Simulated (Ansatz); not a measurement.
Reaction (cleavage of the Si–B bond): `C=NB(F)[SiH3]` + `CO[SiH](N)O` → `CO[SiH](N)O[SiH3]` + `C=NBF`

Computed with Ansatz on PBE0-D4/def2-TZVP structures; ΔE is electronic, products minus reactants. CCSD(T)/CBS is the MP2 limit (def2-TZVPP, def2-QZVPP) plus CCSD(T) − MP2 in def2-TZVPP, frozen cores. DFT in def2-TZVPP. B3LYP here is the variant with VWN-RPA as its local correlation; programs differ in this. Each species was taken in one conformer, which may not be the lowest.

`C=NB(F)[SiH3]`:

Cartesian coordinates in Å:
```
C -0.516 1.537 1.514
N -0.231 0.418 1.063
B 0.088 -0.772 0.470
F 0.207 -1.883 1.216
Si 0.379 -0.836 -1.537
H 0.258 2.235 1.850
H -1.555 1.874 1.600
H -0.572 -1.786 -2.177
H 1.761 -1.294 -1.852
H 0.181 0.508 -2.147
```

`CO[SiH](N)O`:

Z-matrix (Å, degrees):
```
C
O 1 1.409
H 1 1.096 2 111.5
H 1 1.094 2 111.3 3 121.4
H 1 1.092 2 108.2 3 -119.0
Si 2 1.633 1 124.0 3 -61.2
O 6 1.643 2 104.9 1 -50.7
N 6 1.701 2 112.4 1 -171.5
H 6 1.486 2 110.4 1 69.5
H 7 0.958 6 116.5 2 -174.4
H 8 1.008 6 120.7 2 55.7
H 8 1.007 6 119.3 2 -88.7
```

`CO[SiH](N)O[SiH3]`:

```xyz
15

C     1.773    0.869    0.849
O     1.464   -0.386    0.283
Si    0.287   -0.638   -0.818
N     0.428    0.441   -2.127
O    -1.208   -0.350   -0.222
Si   -2.169   -0.618    1.072
H     2.793    0.829    1.237
H     1.095    1.098    1.678
H     1.705    1.672    0.109
H     0.428   -2.074   -1.138
H     1.215    0.421   -2.753
H    -0.397    0.815   -2.566
H    -3.534   -0.142    0.740
H    -1.662    0.129    2.253
H    -2.218   -2.067    1.402
```

`C=NBF`:

Cartesian coordinates in Å:
```
C 0.921 0.336 0.870
N 0.061 0.020 0.038
B -0.931 -0.326 -0.841
F -0.626 -0.701 -2.089
H 1.381 -0.406 1.535
H 1.267 1.370 0.979
H -2.074 -0.293 -0.492
```

```csv
level,ΔE (kcal/mol),difference from CCSD(T)/CBS
PBE-D4,-23.1,6.2
r2SCAN-D4,-27.3,2.0
B3LYP-D4,-29.5,-0.2
ωB97X-V,-28.7,0.6
ωB97M-V,-29.4,-0.1
B2PLYP,-29.8,-0.5
PBE,-22.5,6.8
r2SCAN,-27.1,2.2
PBE0,-25.1,4.2
MP2/def2-TZVPP,-30.7,-1.4
SCS-MP2/def2-TZVPP,-31.7,-2.4
CCSD/def2-TZVPP,-30.0,-0.7
CCSD(T)/def2-TZVPP,-29.1,0.2
MP2/def2-QZVPP,-31.1,-1.8
MP2/CBS(def2),-30.9,-1.6
CCSD/CBS(def2),-30.3,-1.0
CCSD(T)/CBS,-29.3,0
```

Largest T1 diagnostic among the species: 0.015.

From PBE to PBE0 (25 % exact exchange), in def2-TZVPP and without D4, ΔE moves by −2.6 kcal/mol. The D4 term adds −0.9 kcal/mol with B3LYP and −0.6 kcal/mol with PBE0; it sums over pairs of atoms, weighted by their polarisabilities, and B3LYP, whose exchange is more repulsive, gets the larger term. In def2-TZVPP, CCSD(T) changes the Hartree–Fock value by +6.5 kcal/mol (the triples alone add +1.0 kcal/mol) and MP2 by +4.8 kcal/mol.
